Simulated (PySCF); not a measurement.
Vertical excitations of a molecule CH₃F₃OSi from TDDFT-M06-2X/def2-SVPD (PySCF), as energy in eV (oscillator strength): 8.07 (0.025), 8.90 (0.075), 9.05 (0.026), 9.11 (0.006), 9.85 (0.018), 9.90 (0.028), 10.09 (0.001), 10.20 (0.038), 10.42 (0.040), 10.63 (0.014). Lowest triplet (TDA): 7.52 eV. Coordinates come from a PBE-D3(BJ)/def2-SVP optimisation. The values are those of a single conformer.

Question: Which structure fits?
A) CO[Si](F)(F)F
B) OC[Si](F)(F)F
C) O[SiH2]C(F)(F)F
D) O[Si](F)(F)CF

Answer: D, O[Si](F)(F)CF
